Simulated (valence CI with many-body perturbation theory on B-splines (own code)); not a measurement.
Results of a calculation; reference values are marked as such.
## Energy levels of Kr4+

Level of theory: configuration interaction combined with many-body perturbation theory (CI+MBPT): four valence electrons over a frozen Dirac-Fock core [Ar] 3d10, a basis of 9 s, 9 p, 8 d, 6 f, 3 g, 1 h functions for each j, with the one-electron correlation potential Σ1, the two-electron term Σ2, the three-electron term Σ3, Breit, model QED; selected CI, second order for the rest, scaled by the run's own slope (own B-spline code, finite nucleus).

Set against measurement, 27 paired levels are off by 134 cm⁻¹ on average, the worst by 779. These come from a selection out of Saloman, J. Phys. Chem. Ref. Data 36, 215 (2007). Levels without a partner in it may be off by more. Among the levels kept, up to 320 cm⁻¹ of a level comes from second order outside the variational space, and about a tenth of that is noise between levels of different J, which matters for small intervals.

Levels 1 to 31 of 31, with energies above the lowest level, 4s2.4p2 3P_0. "Leading %" is the weight of the configuration and term that name the level; weights of strongly mixed levels are sums over their largest components and can fall short, so below about 35 % the name and the second component can differ from the true leading terms, or belong to a minority configuration.

| No. | Configuration | Term | J | E (cm⁻¹) | Leading % | g | Second component |
| --- | --- | --- | --- | --- | --- | --- | --- |
| 1 | 4s2.4p2 | 3P | 0 | 0.0 | 94 |  |  |
| 2 | 4s2.4p2 | 3P | 1 | 3736 | 97 | 1.501 |  |
| 3 | 4s2.4p2 | 3P | 2 | 7589 | 88 | 1.456 | 9 % 4s2.4p2 1D |
| 4 | 4s2.4p2 | 1D | 2 | 19763 | 88 | 1.045 | 9 % 4s2.4p2 3P |
| 5 | 4s2.4p2 | 1S | 0 | 39296 | 92 |  |  |
| 6 | 4s.4p3 | 5S° | 2 | 97390 | 98 | 1.997 |  |
| 7 | 4s.4p3 | 3D° | 1 | 129450 | 85 | 0.531 | 9 % 4s2.4p.4d 3D° |
| 8 | 4s.4p3 | 3D° | 2 | 129580 | 84 | 1.184 | 8 % 4s2.4p.4d 3D° |
| 9 | 4s.4p3 | 3D° | 3 | 130810 | 89 | 1.334 | 9 % 4s2.4p.4d 3D° |
| 10 | 4s.4p3 | 3P° | 0 | 147770 | 89 |  | 8 % 4s2.4p.4d 3P° |
| 11 | 4s.4p3 | 3P° | 1 | 148130 | 86 | 1.474 | 8 % 4s2.4p.4d 3P° |
| 12 | 4s.4p3 | 3P° | 2 | 148510 | 79 | 1.466 | 8 % 4s2.4p.4d 3P° |
| 13 | 4s.4p3 | 1D° | 2 | 163200 | 55 | 1.021 | 36 % 4s2.4p.4d 1D° |
| 14 | 4s.4p3 | 3S° | 1 | 185270 | 74 | 1.773 | 19 % 4s.4p3 1P° |
| 15 | 4s2.4p.4d | 3F° | 2 | 190020 | 95 | 0.671 |  |
| 16 | 4s2.4p.4d | 3F° | 3 | 192690 | 95 | 1.085 |  |
| 17 | 4s.4p3 | 1P° | 1 | 194150 | 63 | 1.222 | 21 % 4s.4p3 3S° |
| 18 | 4s2.4p.4d | 3F° | 4 | 196820 | 96 | 1.250 |  |
| 19 | 4s2.4p.4d | 3P° | 2 | 211320 | 51 | 1.317 | 15 % 4s2.4p.4d 1D° |
| 20 | 4s2.4p.4d | 3P° | 1 | 213900 | 44 | 1.020 | 41 % 4s2.4p.4d 3D° |
| 21 | 4s2.4p.4d | 1D° | 2 | 216930 | 41 | 1.089 | 24 % 4s.4p3 1D° |
| 22 | 4s2.4p.4d | 3P° | 0 | 217200 | 87 |  | 8 % 4s.4p3 3P° |
| 23 | 4s2.4p.4d | 3D° | 1 | 218700 | 44 | 0.988 | 42 % 4s2.4p.4d 3P° |
| 24 | 4s2.4p.4d | 3D° | 3 | 219400 | 85 | 1.326 | 8 % 4s.4p3 3D° |
| 25 | 4s2.4p.4d | 3D° | 2 | 219810 | 57 | 1.258 | 25 % 4s2.4p.4d 3P° |
| 26 | 4s2.4p.4d | 1F° | 3 | 234330 | 92 | 1.006 |  |
| 27 | 4s2.4p.4d | 1P° | 1 | 237800 | 46 | 1.095 | 21 % 4s2.4p.5s 1P° |
| 28 | 4s2.4p.5s | 3P° | 0 | 238900 | 95 |  |  |
| 29 | 4s2.4p.5s | 3P° | 1 | 240960 | 64 | 1.339 | 25 % 4s2.4p.4d 1P° |
| 30 | 4s2.4p.5s | 3P° | 2 | 246750 | 95 | 1.501 |  |
| 31 | 4s2.4p.5s | 1P° | 1 | 251020 | 73 | 1.059 | 11 % 4s2.4p.5s 3P° |

Names give the largest LS component (configuration and term), which can be under half, so a name can repeat, a term be missing and a line seem to break the LS rules; names also repeat where a configuration has a term twice.

The ionisation energy to 4s2.4p 2P°_1/2 of the next ion comes out as 64.337 eV (NIST: 64.69 ± 0.2 eV (semi-empirical)). All 31 levels together are meant to be complete up to 261020 cm⁻¹.
